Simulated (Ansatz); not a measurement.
Consider the cleavage of the In–Zn bond: `[OH][InH][ZnH]` + HCl → `[OH][InH][Cl]` + `[ZnH2]`.

Computed with Ansatz on PBE0-D4/def2-TZVP structures; ΔE is electronic, products minus reactants. CCSD(T)/CBS is the MP2 limit (def2-TZVPP, def2-QZVPP) plus CCSD(T) − MP2 in def2-TZVPP, frozen cores. This one scheme is used for every species. Functionals use def2-TZVPP. def2 core potentials past Kr. For In, Zn outer-core shells are correlated without core-valence functions, which leaves a few kJ/mol of doubt a bond. Scalar relativity is left out up to krypton. Each species was taken in one conformer, which may not be the lowest.

| level | ΔE (eV) |
| --- | --- |
| ωB97M-V | -0.57 |
| CCSD/CBS(def2) | -0.51 |

(1) What does CCSD(T)/CBS give? (An estimate is asked.)

Largest T1 diagnostic among the species: 0.017.

## Answers

(1) Computed: -0.51 eV. The listed levels differ from it by -0.06, 0.00 eV.

Leaving LDA and LC-ωPBE aside and taking each functional with its dispersion term where it has one, the values, not all of them listed here, spread over 0.22 eV, from B97M-V to PBE-D4. From BLYP to BHLYP (50 % exact exchange), in def2-TZVPP and without D4, ΔE moves by −0.08 eV. At CCSD(T), def2-SVP lies +0.04 eV from the extrapolated value and def2-TZVPP −0.03 eV.
